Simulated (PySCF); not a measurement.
Computed shifts of a molecule C₃H₅FOSi, PBE/pcSseg-1 (PySCF), GIAO, gas phase, equivalent atoms averaged, in ppm (number of nuclei): ¹³C: 103.4 (1), 90.3 (1), 83.3 (1). ²⁹Si: -34.3 (1). ¹⁹F: -329.5 (1). ¹H: 5.66 (1), 5.26 (2), 2.90 (1), 1.36 (1). References: ¹³C against TMS (σ = 182.0 ppm); ²⁹Si against TMS (σ = 335.4 ppm); ¹⁷O against H2O (σ = 334.3 ppm); ¹⁹F against CFCl3 (σ = 133.6 ppm); ¹H against TMS (σ = 31.49 ppm), references at their B3LYP-D3(BJ)/def2-TZVP geometries, non-relativistic. Coordinates come from a PBE-D3(BJ)/def2-SVP optimisation. The values are those of a single conformer.

Question: Which molecule gave these data?
A. O=C1C[SiH](F)C1
B. O=C1CC[Si@H]1F
C. FC[Si@H]1C=CO1
D. C#C[Si@H](O)CF

Answer: D, C#C[Si@H](O)CF
